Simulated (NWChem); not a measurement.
Species: B3H4O3 cation; SMILES B1OB[OH+]BO1

```xyz
10

B     -0.0028     1.4570     0.0000
O     -1.1800     0.7257     0.0000
B     -1.2921    -0.5912     0.0000
O      0.0025    -1.3003     0.0000
B      1.2943    -0.5863     0.0000
O      1.1772     0.7302     0.0000
H     -0.0050     2.6472     0.0000
H     -2.2697    -1.2727     0.0000
H      0.0043    -2.2762     0.0000
H      2.2746    -1.2640     0.0000
```
Atoms are numbered in this order, from 1.

Results from NWChem. Pople sets run with spherical d functions. Geometry: optimised at PBE0/def2-SVP. GIAO values for the isolated, static molecule; σ is the absolute isotropic shielding, δ = σ(reference) − σ with the isolated reference molecule computed at the same levels (11B: boron trifluoride, 1H: tetramethylsilane, 17O: water).

For level KT2/pcSseg-1:

```yaml
"δ B1 (ppm)": 13.3
"δ O2 (ppm)": 226.3
"δ B3 (ppm)": 11.7
"δ O4 (ppm)": 171.9
"δ H7 (ppm)": 5.10
"δ H8 (ppm)": 5.17
"δ H9 (ppm)": 8.45
```

Task: How do the values read with level B3LYP/6-31G* instead?

Result: The δ B1 (ppm) comes out as 17.8, the δ O2 (ppm) is 183.6 and the δ B3 (ppm) is 14.9. The δ O4 (ppm) is 137.7 and the δ H7 (ppm) comes out as 5.26. The δ H8 (ppm) comes out as 5.36 and the δ H9 (ppm) is 8.02.
